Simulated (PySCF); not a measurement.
**Electron correlation in C⁺ (carbon, charge +1)**

[He] 2s1 2p1 3d1, one real determinant (an excited configuration). Computed with PySCF 2.14 in x2c-QZVPPall with one added diffuse shell each of s, p, d, f type (8s5p4d3f1g, 73 functions), with scalar relativity by spin-free X2C-1e. Frozen: nothing; 5 electrons correlated.

| level | correlation energy (mhartree) |
| --- | --- |
| CCSD | -33.76 |
| (T) | -0.48 |
| CCSD(T) | -34.24 |

Diagnostics: T1 = 0.0075, D1 = 0.0231, largest double amplitude 0.107.

Task: Is a single reference adequate?

Result: Mostly. T1 lies below 0.03, but a double amplitude of this size points to a near-degeneracy that CCSD handles and MP2 describes poorly.

The reference is one real determinant that mixes LS terms of this configuration.

This basis was not built for core-valence correlation, so the inner-shell part is incomplete.
